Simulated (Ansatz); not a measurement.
A made-up structure of BH₃TeS, closed shell:

```
6
angstrom
B -0.8978 0.3455 -0.9120
Te -0.7209 -0.6576 0.9180
S 1.6545 -0.9899 1.0101
H -2.0098 0.6203 -1.2466
H -1.6595 -0.4525 2.3083
H 1.9030 0.0804 1.7827
```

It is relaxed with PBE-D4/def2-SVP and then PBE0-D4/def2-TZVP (Ansatz 0.2.0). Atoms count as bonded within 1.22 times the sum of their covalent radii (H–H: 0.88 Å). The end point is not checked to be a true minimum.

(1) Does its bonding change? (Judge from chemistry; the calculation decides.)

Answers

(1) Computed: Yes. Formed: B1–S3; broken: Te2–S3.

Where it ends: The first stage lowers the energy by 5.61 eV in 36 steps. It ends as BH₃TeS ([SH][BH][TeH]):
B1  (-0.459, 0.045, 0.201)
Te2  (-2.115, -1.098, 0.893)
S3  (1.082, 0.104, 1.083)
H4  (-0.624, 0.645, -0.813)
H5  (-1.354, -1.676, 2.249)
H6  (1.740, 0.927, 0.248)
(Å)

Labels in which every atom is bracketed show which atoms are joined, not bond orders.

For scale, one of the runs: PBE0-D4/def2-TZVP relaxation, 136 basis functions, launched by `ansatz run in.yaml --threads 2 --pin off --events-out ev --progress --plain --max-ram 4352MiB`. The run took about 15 s on 2 CPU threads of an Arm Neoverse V2 (shared host).
